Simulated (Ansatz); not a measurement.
Sn2Te3, relaxed as a singlet with RKS PBE0-D4/def2-SVP in Ansatz, starting from the GFN1-xTB geometry. Force threshold 0.02 eV/Å.

In the def2 sets Sn, Te take a core potential; there is no spin–orbit coupling. Another isomer (singlet) lies 1.56 eV lower at PBE0-D4/def2-TZVP; other spin states weren't run for this one.

Start:

```xyz
5

Sn   -0.1552   -0.8941    1.6654
Sn    1.6421    0.8642   -0.3852
Te   -0.9405   -0.0934   -0.9042
Te   -2.9218    1.6316   -1.1665
Te    2.3755   -1.5083    0.7904
```

**Question.** Estimate the energy that the relaxation releases and the steps that it takes.

**Answer.** 0.15 eV, in 6 steps; 23 s on 4 threads of Arm Neoverse V2 on a shared host. No frequencies were taken in this run, so the end may be a saddle point.

**Question.** Does the start keep its bonding and symmetry?

**Answer.** By distances, no bond broke or formed. The bond that changes most is Sn2–Te3, from 2.80 to 2.88 Å (atoms count from 1). Point group Cs at the start, Cs at the end, both within 0.05 Å.

**Question.** Predict the relaxed structure.

**Answer.** 
Cartesian coordinates in Å:
```
Sn -0.237 -0.969 1.748
Sn 1.715 0.939 -0.477
Te -0.924 -0.131 -0.922
Te -2.881 1.628 -1.133
Te 2.327 -1.467 0.784
```
Bond lengths (bridged metal pairs left out): 4 × Sn–Te 2.78 to 2.88 Å; 1 × Te–Te 2.64 Å.
